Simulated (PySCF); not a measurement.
**Phosphorus: a sound run and one with changed settings**

Sound run: P²⁺ [Ne] 3s2 3p1, P³⁺ [Ne] 3s2. Calculation: PySCF 2.14, in cc-pVDZ-DK; scalar relativity by spin-free X2C-1e. In the sound run the correlated levels freeze [Ne]. The sound run starts from symmetry-adapted Hartree-Fock orbitals and uses a fine grid where one is needed.

Changed run: the non-relativistic Hamiltonian (point nucleus). This setting is unsound on purpose.

| species | method | sound run (hartree) | changed run (hartree) | converged |
| --- | --- | --- | --- | --- |
| P²⁺ | UHF | -340.45437 | -339.45911 | yes |
| P²⁺ | BP86 | -340.99806 | -340.00334 | yes |
| P²⁺ | r2SCAN | -340.93090 | -339.93611 | yes |
| P²⁺ | MP2 | -340.49260 | -339.49738 | yes |
| P²⁺ | CCSD(T) | -340.51279 | -339.51771 | yes |
| P³⁺ | UHF | -339.36868 | -338.37341 | yes |
| P³⁺ | BP86 | -339.88375 | -338.88893 | yes |
| P³⁺ | r2SCAN | -339.81608 | -338.82119 | yes |
| P³⁺ | MP2 | -339.40051 | -338.40530 | yes |
| P³⁺ | CCSD(T) | -339.41646 | -338.42141 | yes |

Ionisation energy of P²⁺:

```csv
method,sound run (eV),changed run (eV)
UHF,29.543,29.544
BP86,30.322,30.325
r2SCAN,30.336,30.338
MP2,29.717,29.717
SCS-MP2,29.698,29.698
CCSD,29.817,29.816
CCSD(T),29.833,29.832
```

Most of the change in total energy is the relativistic energy itself. On top of that the contraction fixes the core shape for the Hamiltonian it was made with, so the changed run is not a good calculation with the other Hamiltonian either.

For comparison, NIST gives 30.203 eV between the lowest levels.
